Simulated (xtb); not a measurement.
OV (SMILES [O]=[V]), quartet, geometry from GFN2-xTB (such geometries of metal compounds can be far from the true shape). Base run: GFN2-xTB (xtb).

The xtb input:
```
$ xtb mol.xyz --gfn 2 --uhf 3 --json

# file mol.xyz
2

V     -0.00000000    -0.00000000    -0.39310740
O      0.00000000     0.00000000     1.13018377
```

The base run was repeated with changes; each row names its change, and settings that it needs were set with it.

```tsv
change	ΔE vs base (mEh)	dipole (D)	G_solv (kcal/mol)	SCF cycles
base	0.000	7.17	-	21
acc = 30	0.000	7.17	-	19
gbsa = chcl3	-14.154	7.31	-9.02	22
alpb = cs2	-4.429	7.27	-2.86	22
alpb = dmso	-17.263	7.26	-10.89	22
etemp = 10000	-82.030	5.58	-	18
etemp = 1000	-0.001	7.17	-	22
acc = 0.0001	0.000	7.17	-	26
```

ALPB and GBSA are two models with their own fitted parameters for each solvent, which aren't always the measured dielectric constant.
